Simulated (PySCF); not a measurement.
C4H11NSi2.
Z-matrix (Å and degrees, PBE0-D3(BJ)/def2-SVP geometry), rows numbered from 1:
```
C 
N   1  1.4348
C   2  1.2707  1  119.48
Si  3  1.8922  2  118.84  1   177.75
C   4  1.8934  3  110.51  2     7.69
Si  5  1.9024  4   87.83  3  -111.40
C   4  1.9080  3  111.31  2   -93.68
H   1  1.1026  2  109.27  3   122.60
H   1  1.1024  2  109.19  3  -121.70
H   1  1.1087  2  113.95  3     0.38
H   3  1.1162  2  120.37  1     0.22
H   4  1.4981  3  109.73  2   138.63
H   5  1.1018  4  110.54  3     4.40
H   5  1.0996  4  116.89  3   130.64
H   6  1.4956  5  114.23  4   114.77
H   6  1.4969  5  113.95  4  -119.49
H   7  1.1004  4  115.36  3    -6.49
H   7  1.1009  4  114.87  3  -133.62
```

The calculation used PySCF, delta-SCF UKS SCAN, pcX-2 on the ionised atom, pcseg-1 elsewhere, spin-free X2C. Each 1s hole has a ground state of its own, since the core basis sits on the ionised atom alone.

```tsv
ionised atom	basis functions	E(ionised) (Eh)	binding energy (eV)
C1	192	-783.15469	291.358
C3	192	-783.17443	290.882
C5	192	-783.23588	289.190
N2	192	-779.00745	404.515
Si4	203	-726.07927	1845.965
Si6	203	-726.07431	1846.065
```

Question: Fill in the total energy of each ground state.

Answer: With binding energy = E(ionised) − E(ground) and 27.2114 eV a hartree:

```json
{"atom": "C1", "binding energy (Eh)": "10.7072", "E(ground) (Eh)": "-793.8619"}
{"atom": "C3", "binding energy (Eh)": "10.6897", "E(ground) (Eh)": "-793.8642"}
{"atom": "C5", "binding energy (Eh)": "10.6275", "E(ground) (Eh)": "-793.8634"}
{"atom": "N2", "binding energy (Eh)": "14.8656", "E(ground) (Eh)": "-793.8731"}
{"atom": "Si4", "binding energy (Eh)": "67.8380", "E(ground) (Eh)": "-793.9172"}
{"atom": "Si6", "binding energy (Eh)": "67.8416", "E(ground) (Eh)": "-793.9160"}
```

Question: How much do the ground-state energies differ, and what would follow from using one of them for all holes?

Answer: They run from -793.9172 Eh (core basis on Si4) to -793.8619 Eh (on C1), 0.0553 Eh or 1.50 eV apart, though the state is the same; only basis and grid differ. Pairing the ion of C1 with the ground state of Si4 would put its binding energy 1.50 eV too high.

Lowest listed C 1s: C5/C7, bonded to 2 H and 2 Si. Highest, 2.17 eV above it: C1, bonded to N and 3 H. The widest gap between neighbouring values is 1.69 eV, between 289.19 and 290.88 eV.

Only 1s holes are shown. Topologically equivalent atoms share the value of their first member; where this conformer doesn't relate them by symmetry, their own values could differ. The structure is a single PBE0-D3(BJ)/def2-SVP conformer in the gas phase; no vibrational or solvent corrections.

The run took 1.8 min of wall time on Arm Neoverse V1, one thread, shared host with 32 logical CPUs at a one-minute load of 32, and the process peaked at 0.81 GiB of memory.
